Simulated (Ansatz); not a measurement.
Cost and result for the atomization energy of CH4BOSb, SMILES `[BH]1C[O][SbH]1` (8 atoms, 8 bonds).

Total charge 0; spin multiplicity 1. Correlated methods include outer-core shells of Sb, which these sets cover unevenly. Sb takes the def2 core potential. Geometry: relaxed with PBE0-D4/def2-TZVP. Program: Ansatz. All runs use 2 threads of an Arm Neoverse V2 on a shared host. Times are those of one run each, without the atoms' runs, and a repeat can differ threefold. Electronic energies, without spin–orbit coupling; frozen cores. CCSD(T)/CBS adds CCSD(T) − MP2 in def2-TZVPP to the MP2 limit, and its time is that of the two runs behind it. T1 = 0.016. With those shells the extrapolation isn't a true limit. B3LYP takes the VWN-RPA correlation (the form of Gaussian; ORCA's B3LYP/G).

CCSD(T)/CBS is a level of theory with its own doubt, some kJ/mol a heavy atom from the limit and from the frozen cores, so smaller differences don't rank the functionals.

```tsv
level	functions	wall time	atomization (kJ/mol)	difference from CCSD(T)/CBS	per bond
LDA (SPW92)/def2-TZVPP	199	1.2 s	3134.4	477.8	59.7
revPBE-D4/def2-TZVPP	199	2 s	2664.9	8.3	1.0
PBE-D4/def2-TZVPP (with forces)	199	2.5 s	2745.7	89.1	11.1
CAM-B3LYP-D4/def2-TZVPP	199	3.2 s	2673.9	17.3	2.2
B3LYP-D4/def2-TZVPP (with forces)	199	4.2 s	2669.1	12.5	1.6
CCSD(T)/def2-SVP	88	4.7 s	2442.3	-214.3	-26.8
r2SCANh-D4/def2-TZVPP	199	4.8 s	2644.3	-12.3	-1.5
B2PLYP/def2-TZVPP	199	6 s	2625.7	-30.9	-3.9
PBE-QIDH/def2-TZVPP	199	6 s	2624.0	-32.6	-4.1
ωB97M-V/def2-TZVPP (with forces)	199	13 s	2661.7	5.1	0.6
MP2/def2-QZVPP	373	19 s	2660.4	3.8	0.5
CCSD(T)/def2-TZVPP	199	110 s	2566.1	-90.5	-11.3
CCSD(T)/CBS(def2)	–	2.1 min	2656.6	0.0	0.0
```

From PBE to PBE0 (25 % exact exchange), in def2-TZVPP and without D4, the atomization energy moves by −76.1 kJ/mol: exact exchange takes away binding that semilocal exchange gives to molecules. The D4 term adds +28.9 kJ/mol with B3LYP and +14.7 kJ/mol with PBE0; it sums over pairs of atoms, weighted by their polarisabilities, and B3LYP, whose exchange is more repulsive, gets the larger term. At CCSD(T), def2-SVP lies −214.3 kJ/mol from the extrapolated value and def2-TZVPP −90.6 kJ/mol: correlation converges slowly with the basis, and small sets miss more of it in the bonded molecule than in its fragments.
